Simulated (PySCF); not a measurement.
Isomers of C2H14N2Si3, mass 150.046 u with the commonest isotopes. Theory: PBE0/pcSseg-1 in PySCF (dipole) on a GFN2-xTB geometry, gas phase. One conformer each, none proved a minimum here; rigid rotors.

Question: Order these by radius of gyration √(Σ m r²/M), largest first.
A. `[CH3:1][NH:2][Si@H:3]([NH2:4])[CH2:5][SiH2:6][SiH3:7]` with C1–N2–Si3–N4 -55°, N2–Si3–N4–H -62° and 75°, N2–Si3–C5–Si6 177°, Si3–C5–Si6–Si7 -61°
B. `[CH3:1][N:2]([SiH3:3])[CH2:4][SiH2:5][NH:6][SiH3:7]` with C1–N2–C4–Si5 -67°, N2–C4–Si5–N6 -56°, C4–Si5–N6–Si7 171°
C. `[CH3:1][NH:2][Si@@H:3]([CH2:4][SiH3:5])[SiH2:6][NH2:7]` with C1–N2–Si3–C4 -75°, N2–Si3–C4–Si5 -169°, N2–Si3–Si6–N7 168°, Si3–Si6–N7–H 177° and -45°

Answer: A (2.456 Å), B (2.375 Å), C (2.333 Å).

Question: Order these by out-of-plane moment Σ m c² = (Ia + Ib − Ic)/2, smallest first.
A. `[CH3:1][NH:2][Si@H:3]([NH2:4])[CH2:5][SiH2:6][SiH3:7]` with C1–N2–Si3–N4 -55°, N2–Si3–N4–H -62° and 75°, N2–Si3–C5–Si6 177°, Si3–C5–Si6–Si7 -61°
B. `[CH3:1][N:2]([SiH3:3])[CH2:4][SiH2:5][NH:6][SiH3:7]` with C1–N2–C4–Si5 -67°, N2–C4–Si5–N6 -56°, C4–Si5–N6–Si7 171°
C. `[CH3:1][NH:2][Si@@H:3]([CH2:4][SiH3:5])[SiH2:6][NH2:7]` with C1–N2–Si3–C4 -75°, N2–Si3–C4–Si5 -169°, N2–Si3–Si6–N7 168°, Si3–Si6–N7–H 177° and -45°

Answer: A (25.39 u·Å²), C (38.62 u·Å²), B (61.44 u·Å²).

Question: Order these by rotational constant A, smallest first.
A. `[CH3:1][NH:2][Si@H:3]([NH2:4])[CH2:5][SiH2:6][SiH3:7]` with C1–N2–Si3–N4 -55°, N2–Si3–N4–H -62° and 75°, N2–Si3–C5–Si6 177°, Si3–C5–Si6–Si7 -61°
B. `[CH3:1][N:2]([SiH3:3])[CH2:4][SiH2:5][NH:6][SiH3:7]` with C1–N2–C4–Si5 -67°, N2–C4–Si5–N6 -56°, C4–Si5–N6–Si7 171°
C. `[CH3:1][NH:2][Si@@H:3]([CH2:4][SiH3:5])[SiH2:6][NH2:7]` with C1–N2–Si3–C4 -75°, N2–Si3–C4–Si5 -169°, N2–Si3–Si6–N7 168°, Si3–Si6–N7–H 177° and -45°

Answer: C (1457 MHz), B (2084 MHz), A (2860 MHz).

| SMILES | point group | Ia (u·Å²) | Ib (u·Å²) | Ic (u·Å²) | κ | μa (D) | μb (D) | μc (D) |
| --- | --- | --- | --- | --- | --- | --- | --- | --- |
| CN[Si@@H](C[SiH3])[SiH2]N | C1 | 346.86 | 508.15 | 777.76 | -0.15 | 0.71 | 0.30 | 0.06 |
| CN[Si@H](N)C[SiH2][SiH3] | C1 | 176.69 | 753.65 | 879.54 | -0.92 | 2.64 | 0.16 | 0.59 |
| CN([SiH3])C[SiH2]N[SiH3] | C1 | 242.56 | 665.01 | 784.68 | -0.84 | 0.64 | 0.07 | 0.14 |
